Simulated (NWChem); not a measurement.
All runs are NWChem calculations. System: OPb, charge 0, spin multiplicity 1, at a geometry optimised with PBE/def2-SVP with def2 effective core potentials on Pb. The structure started from a generated list of species. Level: TD-PBE/def2-SVPD with def2 effective core potentials on Pb.

The NWChem input:

```
start mol
memory heap 200 mb stack 900 mb global 1100 mb
geometry units angstroms nocenter noautoz
  Pb     0.000000     0.000000     0.174633
  O      0.000000     0.000000    -1.789987
  symmetry group C2v
end
basis spherical
  * library def2-svpd
end
ecp
  Pb library def2-ecp
end
dft
  xc xpbe96 cpbe96
  semidirect memsize 60000000 filesize 0
  iterations 100
end
tddft
  rpa
  nroots 8
  notriplet
  thresh 1e-4
end
task tddft energy
```

NWChem printed:

```
             Northwest Computational Chemistry Package (NWChem) 7.3.0
             --------------------------------------------------------

                                NWChem Input Module
                                -------------------

 Scaling coordinates for geometry "geometry" by  1.889725989
 (inverse scale =  0.529177249)

 Turning off AUTOSYM since
 SYMMETRY directive was detected!

                             Geometry "geometry" -> ""
                             -------------------------

 Output coordinates in angstroms (scale by  1.889725989 to convert to a.u.)

  No.       Tag          Charge          X              Y              Z
 ---- ---------------- ---------- -------------- -------------- --------------
    1 Pb                  82.0000     0.00000000     0.00000000     0.17463300
    2 O                    8.0000     0.00000000     0.00000000    -1.78998700

 Effective nuclear repulsion energy (a.u.)     176.6958879294

            Nuclear Dipole moment (a.u.)
            ----------------------------
        X                 Y               Z
 ---------------- ---------------- ----------------
     0.0000000000     0.0000000000     0.0000188973

      Symmetry information
      --------------------

 Group name             C2v
 Group number             16
 Group order               4
 No. of unique centers     2

      Symmetry unique atoms

     1    2


 Summary of "ao basis" -> "" (spherical)
 ------------------------------------------------------------------------------
       Tag                 Description            Shells   Functions and Types
 ---------------- ------------------------------  ------  ---------------------
 *                         def2-svpd                  on all atoms

 Summary of "ao basis" -> "ao basis" (spherical)
 ------------------------------------------------------------------------------
       Tag                 Description            Shells   Functions and Types
 ---------------- ------------------------------  ------  ---------------------
 Pb                        def2-svpd                12       32   5s4p3d
[...]
  ----------------------------------------------------------------------------
  Root   6 singlet a1             0.175537050 a.u.                4.7766 eV
  ----------------------------------------------------------------------------
     Transition Moments    X  0.00000   Y  0.00000   Z  0.36675
     Transition Moments   XX  1.07790  XY  0.00000  XZ  0.00000
     Transition Moments   YY  1.07790  YZ  0.00000  ZZ -3.50530
     Dipole Oscillator Strength                    0.0157402161
     Electric Quadrupole                           0.0000002017
     Magnetic Dipole                               0.0000000000
     Total Oscillator Strength                     0.0157404178

          sigma_e =   2.1714 Angstrom
          sigma_h =   1.4316 Angstrom
         |d_h->e| =   1.6850 Angstrom
            d_exc =   3.1130 Angstrom
            d_CD1 =   2.4248 Angstrom
            d_CD2 =  -0.1165 Angstrom
            d_CD3 =   4.7981 Angstrom
     Pearson C.C. =  -0.0140

     Occ.   13  a1  ---  Virt.   18  a1   0.52455 X
     Occ.   13  a1  ---  Virt.   25  a1  -0.06230 X
     Occ.   14  b1  ---  Virt.   17  b1  -0.60562 X
     Occ.   14  b1  ---  Virt.   17  b1   0.12429 Y
     Occ.   14  b1  ---  Virt.   23  b1   0.08582 X
     Occ.   15  b2  ---  Virt.   16  b2  -0.60562 X
     Occ.   15  b2  ---  Virt.   16  b2   0.12429 Y
     Occ.   15  b2  ---  Virt.   22  b2  -0.08582 X
  ----------------------------------------------------------------------------
  Root   7 singlet b2             0.214524179 a.u.                5.8375 eV
  ----------------------------------------------------------------------------
     Transition Moments    X -0.00251   Y  0.21178   Z  0.00000
     Transition Moments   XX  0.00000  XY -0.00000  XZ  0.02137
     Transition Moments   YY  0.00000  YZ -1.80000  ZZ -0.00000
     Dipole Oscillator Strength                    0.0064150674
     Electric Quadrupole                           0.0000001704
     Magnetic Dipole                               0.0000000875
     Total Oscillator Strength                     0.0064153253

          sigma_e =   2.4115 Angstrom
          sigma_h =   1.2607 Angstrom
         |d_h->e| =   2.2921 Angstrom
            d_exc =   3.5590 Angstrom
            d_CD1 =   3.4430 Angstrom
            d_CD2 =   0.4560 Angstrom
            d_CD3 =   5.8512 Angstrom
     Pearson C.C. =  -0.0013

     Occ.   15  b2  ---  Virt.   18  a1  -0.99464 X
     Occ.   15  b2  ---  Virt.   19  a1   0.08580 X
  ----------------------------------------------------------------------------
  Root   8 singlet b1             0.214524186 a.u.                5.8375 eV
  ----------------------------------------------------------------------------
     Transition Moments    X -0.21178   Y -0.00251   Z  0.00000
     Transition Moments   XX -0.00000  XY  0.00000  XZ  1.80000
     Transition Moments   YY -0.00000  YZ  0.02137  ZZ  0.00000
     Dipole Oscillator Strength                    0.0064150663
     Electric Quadrupole                           0.0000001704
     Magnetic Dipole                               0.0000000875
     Total Oscillator Strength                     0.0064153242

          sigma_e =   2.4115 Angstrom
          sigma_h =   1.2607 Angstrom
         |d_h->e| =   2.2921 Angstrom
            d_exc =   3.5590 Angstrom
            d_CD1 =   3.4430 Angstrom
            d_CD2 =   0.4560 Angstrom
            d_CD3 =   5.8512 Angstrom
     Pearson C.C. =  -0.0013

     Occ.   14  b1  ---  Virt.   18  a1   0.99464 X
     Occ.   14  b1  ---  Virt.   19  a1  -0.08580 X

              Target root =      1
          Target symmetry = none
      Ground state energy =   -267.984846344515
        Excitation energy =      0.115753967498
     Excited state energy =   -267.869092377017

  stored tddft:energy   -267.86909237701695

 Task  times  cpu:       20.4s     wall:       20.4s

 Total times  cpu:       20.4s     wall:       20.4s
```
